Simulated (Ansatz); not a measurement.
```yaml
crystal:
  periodic: [false, false, false]
  atoms:
    - {symbol: Be, position_ang: [0.470990, 1.573549, -0.701607]}
    - {symbol: Be, position_ang: [-1.645168, -1.134002, -0.982577]}
    - {symbol: Be, position_ang: [1.671686, -0.301289, -0.552953]}
    - {symbol: Be, position_ang: [0.226942, -1.752133, -0.262433]}
    - {symbol: Be, position_ang: [-0.428133, 1.155242, 1.292713]}
    - {symbol: Be, position_ang: [0.016712, -0.131113, -1.781307]}
    - {symbol: Be, position_ang: [-1.470212, 0.896203, -0.475605]}
    - {symbol: Be, position_ang: [0.768615, -0.716411, 1.444428]}
    - {symbol: Be, position_ang: [1.648539, 1.132101, 0.979510]}
    - {symbol: Be, position_ang: [-1.259980, -0.722137, 1.039821]}
basis:
  gaussian: {orbitals: def2-TZVPP, initial_orbitals: start.molden}
total_charge: 1
magnetization: {spin_polarized: true, initial_magnetization: 1}
correlation: {method: ccsd_t}
scf: {omitted_lower_state_checks: [starts, cluster_reference]}
output: {orbitals: {seedname: orbitals}}
```

The file start.molden holds the orbitals of an earlier run on this structure, at another level or in another basis.

```sh
$ ansatz run in.yaml --threads 4 --pin off --events-out ev --progress --plain --max-ram 3916MiB
```

Output, abridged:

```
Functional definition: HF
1570 factors; integrals over basis functions are off by at most 4.0e-5 eV
mean field evaluation 1: about -3969.7674 eV, gradient 1.3e1 eV
mean field evaluation 2: about -3970.3916 eV, gradient 6.3e-1 eV
mean field evaluation 4: about -3970.4375 eV, gradient 7.5e-2 eV
mean field evaluation 8: about -3970.7552 eV, gradient 1.6e-1 eV
mean field -3970.75693056 eV, -145.9226257224 hartree, gradient 2.0e-6 eV, S^2 1.905240; 0 other end points of the search recorded, 0 dependent functions left out
reference -3970.75693056 eV, -145.9226257224 hartree; 20, 19 occupied and 170, 171 virtual orbitals, 1570 factors
second order -19.92191177 eV of doubles, -0.00000000 eV of singles
Error: with its amplitudes the run needs 5.00 GiB of memory by its plan, which may be too low or too high, and 3.82 GiB are given
refused for memory
```

Problem. Can the result of this run be used?

Solution. No. The input was rejected before any iteration.
